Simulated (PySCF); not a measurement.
AlH2Br, SMILES [Br][AlH2].

Coordinates come from a B3LYP-D3(BJ)/def2-TZVP optimisation.

Method: B3LYP/def2-TZVPD (PySCF).

Symmetry labels are those of the subgroup C2v that the program uses (full group C2v).

Question: List the valence orbital energies around the gap with their symmetry. (Estimate from the structure and the level; the computed values follow.)

Answer: 
```
orbital  symmetry  energy (eV)
-------  --------  -----------
HOMO−7         A2       -71.45
HOMO−6         A1       -71.44
HOMO−5         A1       -20.94
HOMO−4         A1       -11.90
HOMO−3         A1        -9.38
HOMO−2         B2        -9.21
HOMO−1         B1        -8.56
HOMO           B2        -8.05
LUMO           B1        -1.98
LUMO+1         A1        -0.55
LUMO+2         A1         0.16
LUMO+3         A1         0.34
```
